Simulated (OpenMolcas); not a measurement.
An OpenMolcas run meant for Rh7+ (ANO-R2, X2C; inactive shells 1s 2s 2p 3s 3p 3d 4s 4p; intended active space 2 electrons in 5 orbitals (4d)). One step of its input:

```
&CASPT2
Multistate=10 1 2 3 4 5 6 7 8 9 10
Frozen=8 6
IPEA=2.0
Imaginary=0.1
MaxIter=60
WThr=0.0 0.3 0.05
PrWF=0.5
NoMix
```

The run finished. Its levels beside those of a sound run (SS-CASPT2, IPEA 0.25 Eh, imaginary shift 0.1 Eh (closed shells correlated: 4s 4p)), in cm⁻¹ above each run's lowest level:

```tsv
Level	This run	Usual run
4d² ³F₂	0.0	0.0
4d² ³F₃	3501	3511
4d² ³F₄	7186	7196
4d² ¹D₂ [69 %]	15515	14965
4d² ³P₀	17449	15901
4d² ³P₁	19060	17484
4d² ³P₂ [72 %]	22421	21163
4d² ¹G₄	24306	24309
4d² ¹S₀	53922	53955
```

Q: Which setting is unsound, and how much does it matter here?

A: The IPEA shift is far above its usual 0.25 hartree. Against the sound run the excited levels shown move by 620 cm-1 on average and by 1600 cm-1 at most.

Term energies are means over components that CASPT2 splits; among the terms shown or strongly mixed into the levels shown the widest spread is 620 cm-1 (4d² ¹G, the sound run). Levels of configurations outside the active space are missing.

A share in square brackets marks a mixed level and gives the weight of the term that names it, the lowest over the columns.
